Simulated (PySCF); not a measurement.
# Electric properties by functional and basis

Species: C4H10GeSi.
SMILES: `C[SiH](C)C#[C][GeH3]`

PySCF, dipoles from the SCF density, polarisabilities from static response with core orbitals frozen. Geometry: PBE0-D3(BJ)/def2-SVP; no solvent, vibrations or thermal averaging. Relativistic effects, spin–orbit coupling among them, are left out although an element past zinc is present.

The anisotropy is √(½[(α1 − α2)² + (α2 − α3)² + (α3 − α1)²]).

| level | μ (D) | α (Å³) | anisotropy (Å³) |
| --- | --- | --- | --- |
| LDA/def2-SVPD | 0.733 | 17.22 | 8.93 |
| PBE/def2-SVPD | 0.743 | 16.88 | 8.81 |
| B3LYP/def2-SVPD | 0.689 | 16.30 | 8.07 |
| PBE0/def2-SVPD | 0.721 | 16.17 | 8.06 |
| BHandHLYP/def2-SVPD | 0.664 | 15.64 | 7.45 |
| CAM-B3LYP/def2-SVPD | 0.667 | 15.96 | 7.57 |
| wB97X-D/def2-SVPD | 0.699 | 15.96 | 7.55 |
| LC-wPBE/def2-SVPD | 0.698 | 15.50 | 7.21 |
| HF/def2-SVPD | 0.673 | 14.98 | 6.84 |
| PBE0/6-31G* | 0.777 | 13.45 | 8.28 |
| PBE0/def2-SVP | 0.749 | 14.27 | 8.00 |
| PBE0/aug-cc-pVDZ | 0.730 | 16.46 | 8.10 |
| PBE0/def2-TZVP | 0.732 | 15.69 | 8.21 |

The dipole runs from 0.66 D (BHandHLYP/def2-SVPD) to 0.78 D (PBE0/6-31G*). No reference polarisability is at hand; against PBE0 in the largest diffuse basis at hand (aug-cc-pVDZ) the other PBE0 rows deviate by 6-31G* -18%, def2-SVP -13%, def2-SVPD -2%, def2-TZVP -5%. In one basis (def2-SVPD) the functionals order the polarisability from HF (lowest) to LDA (highest), a spread of 15%. With PBE0 the polarisability is 14.47 Å³ without diffuse functions (mean of 6-31G*, def2-SVP and def2-TZVP) and 16.32 Å³ with them (mean of def2-SVPD and aug-cc-pVDZ).
